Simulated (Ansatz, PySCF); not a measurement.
System: C2Cl2F3, net charge 0, doublet state. It need not be the lowest isomer of its formula. 
Geometry from a B3LYP-D3(BJ)/def2-TZVP (Ansatz, a first-principles code) optimisation:
```
C
F 1 1.3399
F 1 1.3399 2 108.36
F 1 1.3523 2 107.26 3 115.49
C 1 1.5029 2 110.88 4 122.61
Cl 5 1.6969 1 118.11 2 161.88
Cl 5 1.6969 1 118.11 2 -41.46
```
Charge 0, spin multiplicity 2.

Wanted: atomisation energy (electronic, to ground-state atoms), in eV. Cores are frozen in the correlated levels unless marked. Open shells are spin-unrestricted. Spin-orbit coupling is left out. Non-relativistic. The coupled-cluster limit lacks core correlation, which all-electron functionals hold. Basis-set limits of correlation are two-point, X^-3; Hartree-Fock from the larger set. [CCSD(T)-MP2]/basis is that difference in the basis named.

```json
[
 {"level": "HF-D4/def2-TZVPD", "program": "PySCF + dftd4", "atomisation energy (eV)": "___"},
 {"level": "BHLYP-D4/def2-TZVPD", "program": "Ansatz + dftd4", "atomisation energy (eV)": "24.21"},
 {"level": "r2SCANh/def2-TZVPD", "program": "Ansatz", "atomisation energy (eV)": "26.30"},
 {"level": "CAM-B3LYP-D4/def2-TZVPD", "program": "Ansatz + dftd4", "atomisation energy (eV)": "26.23"},
 {"level": "B2GP-PLYP/def2-TZVPD", "program": "Ansatz", "atomisation energy (eV)": "___"},
 {"level": "SCS-MP2/STO-3G", "program": "Ansatz", "atomisation energy (eV)": "19.55"},
 {"level": "RI-MP2/CBS(cc-pV(T+d)Z,cc-pV(Q+d)Z)+[CCSD(T)-MP2]/cc-pV(T+d)Z", "program": "Ansatz", "atomisation energy (eV)": "26.10"}
]
```

Q: Complete the blanks.

A: 
- HF-D4/def2-TZVPD, atomisation energy (eV): 17.57
- B2GP-PLYP/def2-TZVPD, atomisation energy (eV): 25.70
